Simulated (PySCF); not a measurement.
Coordinates in bohr (charge 1 multiplicity 4):
```
Pt   -0.1719    0.0000   -0.6350
O     0.0413    0.0000    3.3400
O     2.0392    0.0000    4.4023
```

Computed with PySCF, UPBE0, basis Pt def2-TZVP with ECP60, O def2-TZVP (scalar-relativistic core potentials, no spin–orbit coupling, density fitting).

This geometry of PtO₂⁺ is a stationary point at this level.

(1) What is the point group?

(2) Is it a minimum?

(3) Which band is strongest in the infrared?

(4) What are the dipole moment and the gap between the highest occupied and lowest empty levels of either spin?

(5) Give the ideal-gas entropy at 298.15 K and 1 bar by parts.

## Answers

(1) Cs.

(2) Yes: all harmonic wavenumbers are real.

(3) 1598 cm⁻¹ (a'), 62 km/mol.

(4) 0.33 D about the centre of mass and 3.35 eV.

(5) translation 176.5, rotation 98.9, vibration 15.1, spin 11.5; total 302.0 J/(mol K).

Only a few start shapes were tried, so a lower isomer may exist. Open d and f shells are described by one determinant, and the ground state may have another occupation or spin. At this level a doublet minimum of C2v symmetry lies 13 kJ/mol below this structure. Spin–orbit coupling, left out here, can matter for elements this heavy.
